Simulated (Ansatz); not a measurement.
Basis-set extrapolation for `C[SiH2][SiH2]N` (PBE0-D4/def2-TZVP geometry, frozen core, Ansatz 0.2.0). Multiplicity 1, RHF reference.

```csv
,def2-TZVPP,def2-QZVPP
HF,-675.516376,-675.539432
MP2 correlation,-0.650290,-0.695847
CCSD(T) correlation,-0.736304,not run
```

Energies in hartree. Use E(X) = E(∞) + A·exp(−7.88·√X) for Hartree–Fock and E(X) = E(∞) + B·X^(−2.97) for correlation, with X = 3 and 4, and add CCSD(T) minus MP2 of the smaller set to the MP2 limit.

What is the CCSD(T) energy at the basis-set limit?

HF limit: -675.539432 + (-0.023056) × 0.13774 = -675.54261. MP2 limit: -0.695847 + (-0.045557) × 0.74074 = -0.72959. Higher-order term: -0.736304 − (-0.650290) = -0.08601. Total: -676.35821 hartree, 277.1 kJ/mol below CCSD(T)/def2-TZVPP.
